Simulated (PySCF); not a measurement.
Delta-SCF ions had no search for a lower state. Excitations are Tamm–Dancoff values on a coarser integration grid. The basis has no diffuse functions, so Rydberg states are missing or too high.

## CH$_{2}$B$_{2}$O, SMILES `B(=O)/C=B\[H]` (B–C–B–O torsion 0°) (charge 0, multiplicity 1)

Level of theory: PBE-D3(BJ)/def2-TZVP // r2SCAN-D4/def2-TZVP run with PySCF 2.14.0.

```yaml
HOMO: -6.72 eV
dipole_moment: 4.44 D
LUMO: -3.39 eV
HOMO–LUMO gap: 3.33 eV
S1 excitation (TDA): 3.35 eV
S1 oscillator strength: 0.000
T1 excitation (TDA): 2.97 eV
S1–T1 gap (TDA): 0.38 eV
vertical ionisation energy (Delta-SCF): 10.04 eV
total_energy: -164.0812 Ha
cost: roughly 40 core-seconds
```

```xyz
6

B     -1.1389    -0.2767    -0.0319
C     -0.0554     0.5576     0.1436
B      1.2590    -0.0823     0.4563
O      2.3165    -0.6220     0.7096
H     -2.0341    -1.0207    -0.1735
H     -0.1002     1.6411     0.0692
```
Charge 0, spin multiplicity 1.
